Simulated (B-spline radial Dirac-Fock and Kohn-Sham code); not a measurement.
Relativistic shifts of the levels of F²⁺

System: fluorine as F²⁺ in the configuration [He] 2s2 2p3.

Both columns are ΔSCF binding energies of the configuration average from an atomic code on a B-spline grid: non-relativistic Hartree-Fock with a point nucleus, and Dirac-Fock with a finite nucleus and the Coulomb interaction alone, averaged over the two j levels with weights 2j+1.

| shell | Hartree-Fock (eV) | Dirac-Fock (eV) | shift (eV) | shift (%) |
| --- | --- | --- | --- | --- |
| 1s | 751.6 | 752.3 | +0.76 | +0.10 |
| 2s | 78.31 | 78.42 | +0.11 | +0.14 |
| 2p | 59.30 | 59.30 | -0.01 | -0.01 |

Relativity binds 1s, 2s more strongly, among those listed most of all 2s in relative terms, and 2p more weakly.

Values without a named source are computed, but for edge energies of neutral atoms, which are taken from tables.
